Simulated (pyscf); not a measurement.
`[Cl][GeH]([Cl])[Cl]` + `[GeH2]` [singlet] → `[Cl][GeH2][GeH]([Cl])[Cl]`, an insertion (singlet surface; Cl–Ge broken, Cl–Ge, Ge–Ge formed). Structures and frequencies: ωB97X-D3(BJ)/def2-SVP in PySCF. Energies in kcal/mol from the separated reactants.

Small-basis levels: PySCF, no dispersion term, spherical d functions. AM1 to PM7: differences of heats of formation from MOPAC, which are fitted to 298 K values and so differ in kind from electronic energies by zero-point and thermal terms. Cost: rough CPU time at the saddle relative to B3LYP/6-31G*+LANL2DZ, from one job on a shared machine.

```csv
level,barrier,reaction energy,cost
HF/STO-3G,-12.5,-91.0,0.1
HF/6-31G*+LANL2DZ,17.4,-39.6,0.2
SVWN5/6-31G*+LANL2DZ,-14.7,-53.2,1
B3LYP/3-21G,-6.1,-51.0,1
B3LYP/LANL2DZ,1.0,-45.4,0.6
B3LYP/6-311+G**+LANL2DZ,3.8,-43.0,2
B3LYP/def2-SVP,-0.4,-42.3,2
PM3,-26.5,-58.5,under 0.02
PM6,-18.1,-58.3,under 0.02
ωB97M-D3(BJ)/def2-TZVP,-1.3,-44.0,–
```

Against the last row the barrier runs from -25.2 (PM3) to +18.7 kcal/mol (HF/6-31G*+LANL2DZ). ωB97M-D3(BJ)/def2-TZVP has limits of its own. On the reactant side the descent ends in a bound adduct, 11.3 kcal/mol under the separated species and 2.8 kcal/mol under the saddle at ωB97X-D3(BJ)/def2-TZVP. At ωB97M-D3(BJ) the saddle lies under the separated reactants, which points to a path from their complex (located at ωB97X-D3(BJ) alone). At ωB97X-D3(BJ)/def2-TZVP the barrier from the zero used here is -8.4 kcal/mol. One saddle was located; it need not be the lowest between these sides. In the def2 sets elements up to Kr have no core potential.
